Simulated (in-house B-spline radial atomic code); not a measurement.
The numbers below are computed, except where a source is named.
Two electrons in Si: a Gaussian well −V exp(−r²/w²) with V = 49.8 meV and w = 27.1 nm

For Si the NSM archive of the Ioffe Institute lists m_l = 0.98 m0, m_t = 0.19 m0 and ε = 11.7; the model takes one isotropic valley with the conductivity mass 3/(1/m_l + 2/m_t) = 0.26 m0, and so misses anisotropy and the other valleys. All triplets below are those of one valley; with several valleys two electrons can form a triplet in the 1s orbital itself, at an energy set by the valley splitting.

Effective-mass model with parabolic bands, a uniform dielectric constant, no image charges, no central-cell or spin-orbit terms. Two-electron levels come from full CI in B-splines with partial waves to l = 5 (up to 0.001 effective hartree above the limit).

(1) What are the effective units, and what is the potential in them?

In these units the lowest s and p orbitals lie at -0.788612 and -0.676766, and their Coulomb and exchange integrals are J_ss = 0.267810, J_sp = 0.220226 and K_sp = 0.04339. Full CI gives -1.364029 for the ground singlet, -1.304363 for the sp triplet, -1.256273 for the sp singlet and -1.207917 for the lowest triplet of two s orbitals.

(2) What does it cost to add the second electron, to first order and exactly?

(3) How far above the singlet do the triplets lie?

Results:

(1) Ha* = 27211.386 meV × 0.26/11.7² = 51.68 meV and a* = 0.0529177 nm × 11.7/0.26 = 2.381 nm. V = 0.964 Ha* and w = 11.4 a*.

(2) To first order E = 2ε_s + J_ss = -1.309414, so the charging energy E(2) − 2E(1) is J_ss = 13.84 meV. CI gives -1.364029 − 2 × (-0.788612) = 0.213196, or 11.02 meV: relaxation and correlation lower it by 2.823 meV, 20.4 % of J_ss. The s² configuration of one-electron orbitals holds 83.4 % of the state, and the mean radius is 9.61 nm. The second electron is bound by ε_s − E = 29.74 meV, against 40.76 meV for the first.

(3) To first order the sp triplet lies at ε_s + ε_p + J_sp − K_sp = -1.288539, which is 1.079 meV above 2ε_s + J_ss. CI gives -1.304363 − (-1.364029) = 0.059666, or 3.084 meV, 53 % of the orbital spacing of 5.781 meV. The ss triplet lies 8.068 meV up, so the lower of the two is the sp one, and its gap equals k_BT at 35.8 K. The sp singlet-triplet splitting is 2.485 meV, against 2K_sp = 4.485 meV.
